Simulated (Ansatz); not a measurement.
Geometry optimisation, Ansatz 0.2.0, UKS PBE-D4/6-31G.

The input (input.yaml):

```yaml
crystal:
  periodic: [false, false, false]
  atoms:
    - { symbol: F, position_ang: [-0.2383, -2.2162, 0.542] }
    - { symbol: B, position_ang: [-0.2326, -0.9009, -0.1498] }
    - { symbol: C, position_ang: [0.2541, 0.5766, -0.0123] }
    - { symbol: S, position_ang: [-1.1669, 0.6984, -0.7986] }
    - { symbol: H, position_ang: [1.1498, 0.812, -0.6718] }
    - { symbol: H, position_ang: [0.2759, 0.9661, 1.0442] }
magnetization:
  spin_polarized: true
basis:
  gaussian: { orbitals: "6-31G" }
hamiltonian:
  xc: pbe
  dispersion: d4
relax:
  f_tol: 0.02
  max_steps: 40
```

Run as:

```bash
$ ansatz run input.yaml --threads 1 --pin off --max-ram 2048MiB --backend cpu --events-out ev --progress --plain --runs-dir out
```

Question: Where does it end, and by what steps?

Answer: The forces met the threshold. Limits of this set-up: no polarisation functions. After 7 steps the energy has fallen by 2.348 eV; S4 moved furthest, 0.37 Å. The start is strongly strained (largest force component 9 eV/Å).

| step | energy less start (eV) | largest force component (eV/Å) | accepted |
| --- | --- | --- | --- |
| 0 | 0.0000 | 8.960 | yes |
| 1 | -1.5845 | 4.576 | yes |
| 2 | -2.1925 | 2.221 | yes |
| 3 | -2.2974 | 0.866 | yes |
| 4 | -2.3357 | 0.627 | yes |
| 5 | -2.3467 | 0.166 | yes |
| 6 | -2.3477 | 0.089 | yes |
| 7 | -2.3479 | 0.020 | yes |

```xyz
6
Properties=species:S:1:pos:R:3
F -0.289 -2.122 0.301
B -0.327 -0.803 -0.012
C 0.431 0.519 0.104
S -1.380 0.401 -0.850
H 1.234 0.794 -0.589
H 0.374 1.147 1.000
```

Time of the run: 22 s on 1 thread of Arm Neoverse V1 (shared host), peak memory 0.15 GiB.
